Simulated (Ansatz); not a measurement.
Reaction (SMILES): [SeH] (SeH) → [SeH-] (an electron is taken up)
B3LYP-D3(BJ)/def2-TZVP geometries, fixed; electronic energies without zero-point terms; positive where energy is released.

Basis-set convergence of the adiabatic electron affinity at B3LYP with Ansatz (a quantum-chemistry and plane-wave program). Cartesian d functions, on some or all atoms, in 6-31G, 6-31G*, 6-31G**; all else is spherical. The program fits the integrals of some runs and decomposes those of others, by size. Open shells are unrestricted. No added dispersion term, no relativity. Functions are those of the species that has most. Reference: the value in aug-cc-pV5Z, 2.343 eV, itself unsure by roughly 0.001 eV (its mean distance from aug-pcseg-3, aug-cc-pVQZ, def2-QZVPPD). Deviations are taken from unrounded values.

| basis | functions | adiabatic electron affinity (eV) | minus reference (eV) |
|---|---|---|---|
| 6-31G | 31 | 2.002 | -0.341 |
| cc-pVDZ | 32 | 1.644 | -0.699 |
| pcseg-1 | 32 | 1.727 | -0.616 |
| 6-31G* | 37 | 1.946 | -0.397 |
| 6-31G** | 40 | 1.949 | -0.394 |
| aug-pcseg-1 | 45 | 2.395 | 0.052 |
| def2-SVPD | 49 | 2.369 | 0.026 |
| cc-pVTZ | 57 | 2.125 | -0.218 |
| pcseg-2 | 57 | 2.175 | -0.167 |
| def2-TZVPP | 62 | 2.114 | -0.229 |
| def2-TZVPD | 66 | 2.347 | 0.005 |
| aug-cc-pVTZ | 82 | 2.344 | 0.001 |
| aug-pcseg-2 | 82 | 2.348 | 0.005 |
| cc-pVQZ | 98 | 2.241 | -0.102 |
| def2-QZVP | 105 | 2.211 | -0.132 |
| def2-QZVPP | 119 | 2.210 | -0.132 |
| aug-pcseg-3 | 142 | 2.344 | 0.001 |
| aug-cc-pV5Z | 220 | 2.343 | 0.000 |
